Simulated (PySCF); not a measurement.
hexafluorodisiloxane (F₆OSi₂), SMILES [Si](O[Si](F)(F)F)(F)(F)F. Atoms are numbered in the order given.

```xyz
9

F     -1.4940     2.1349    -0.0448
Si     0.0007     1.5898     0.0344
F      0.7723     2.3651     1.1911
F      0.7261     1.8746    -1.3562
O      0.0000     0.0000     0.3518
Si    -0.0007    -1.5898     0.0344
F     -0.7261    -1.8746    -1.3562
F      1.4940    -2.1349    -0.0448
F     -0.7723    -2.3651     1.1911
```
Charge 0, spin multiplicity 1.

The structure is a stationary point at B3LYP-D3(BJ)/def2-SVP. One conformer was computed; it need not be the lowest.

Computed with PySCF with HF/def2-TZVP.

ESP charges are fitted to the potential on shells at 1.4 to 2.0 van der Waals radii. Atomic charges (e):

```csv
atom,Löwdin,meta-Löwdin,Mulliken,ESP fit
F1,0.00,[?],-0.37,-0.34
Si2,-0.02,[?],1.35,1.32
F3,0.00,[?],-0.37,-0.33
F4,0.00,[?],-0.37,-0.34
O5,0.05,[?],-0.48,-0.62
Si6,-0.02,[?],1.35,1.32
F7,0.00,[?],-0.37,-0.34
F8,0.00,[?],-0.37,-0.34
F9,0.00,[?],-0.37,-0.33
```

**Question.** Fill in the missing entries. (An estimate is asked for; the answer gives what the named calculation found.)

**Answer.** 
- F1, meta-Löwdin: -0.53
- Si2, meta-Löwdin: 2.05
- F3, meta-Löwdin: -0.53
- F4, meta-Löwdin: -0.53
- O5, meta-Löwdin: -0.92
- Si6, meta-Löwdin: 2.05
- F7, meta-Löwdin: -0.53
- F8, meta-Löwdin: -0.53
- F9, meta-Löwdin: -0.53

**Question.** Give the Mayer and Wiberg (Löwdin basis) orders of the bonds. (The exact figures need the calculation; the answer reports its results.)

**Answer.** 
| bond | Mayer | Wiberg |
|---|---|---|
| F1–Si2 | 1.06 | 1.67 |
| Si2–F3 | 1.06 | 1.67 |
| Si2–F4 | 1.05 | 1.66 |
| Si2–O5 | 1.10 | 1.53 |
| O5–Si6 | 1.10 | 1.53 |
| Si6–F7 | 1.05 | 1.66 |
| Si6–F8 | 1.06 | 1.67 |
| Si6–F9 | 1.06 | 1.67 |
